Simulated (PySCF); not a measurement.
HS2, SMILES [S]S (connectivity only; charge and spin as stated), charge -1, multiplicity 1. Geometry: B3LYP-D3(BJ)/def2-TZVPD. The spin state was assumed, not searched. The isomer is the one that the SMILES or the coordinates give; other isomers of the formula were not compared.

All values below come from B3LYP-D3(BJ)/def2-TZVPD (PySCF 2.14.0).

Harmonic wavenumbers (cm⁻¹): 462, 824, 2536. Rotational constants (GHz): 298.5, 6.945, 6.787; symmetry number 1.

Problem. Work out the zero-point energy and the ideal-gas rigid-rotor harmonic-oscillator thermochemistry at 298.15 K and 1 atm.

Solution. ZPE = ½ Σ hcν = ½ × 3822 cm⁻¹ = 5.46 kcal/mol. H − E(el) = 8.04 kcal/mol. Entropy in cal/(mol K): translation 38.44, rotation 20.66, vibration 0.95, total 60.05. G − E(el) = -9.87 kcal/mol. Cp = 9.90 cal/(mol K).
